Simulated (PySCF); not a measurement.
# Br (bromine, neutral): UHF calculation

Configuration: [Ar] 3d10 4s2 4p5, 2P determinant. All numbers are calculated (PySCF 2.14, scalar relativity by spin-free X2C-1e, in x2c-SVPall (5s4p3d, 32 functions)).

```json
{
 "Total energy": "-2603.957041 hartree",
 "One-electron energy": "-3622.3322 hartree",
 "Hartree (Coulomb) energy": "1109.5540 hartree",
 "Exchange energy": "-91.1789 hartree",
 "⟨S²⟩": "0.7555",
 "⟨L²⟩": "2.018",
 "Sum of ⟨r⟩": "25.65 bohr",
 "Sum of ⟨r²⟩": "39.42 bohr²",
 "Traceless quadrupole moment −½Σ⟨3z² − r²⟩ along its main axis": "2.10 e·bohr²",
 "Langevin diamagnetic susceptibility": "-31.2 ×10⁻⁶ cm³/mol",
 "Time after the integrals": "0.11 s of wall time on 1 thread of Neoverse-V1 (shared host)"
}
```

```csv
shell,electrons,mean orbital energy (hartree),spread (hartree),"rms radius, mean of both spins (bohr)"
1s α,1,-498.11302,0,0.0493
1s β,1,-498.10865,0,0.0493
2s α,1,-67.06429,0,0.205
2s β,1,-67.06218,0,0.205
2p α,3,-58.97958,0.00752,0.183
2p β,3,-58.97499,0.00282,0.183
3s α,1,-10.18884,0,0.588
3s β,1,-10.18070,0,0.588
3p α,3,-7.54595,0.02489,0.607
3p β,3,-7.53503,0.00140,0.607
3d α,5,-3.14957,0.02324,0.652
3d β,5,-3.14398,0.01322,0.652
4s α,1,-1.06755,0,1.84
4s β,1,-0.96161,0,1.84
4p α,3,-0.46976,0.06630,2.25
4p β,2,-0.42572,0,2.25
```

Densities and radii are taken from the X2C orbitals without a picture-change correction, which distorts them close to the nucleus.
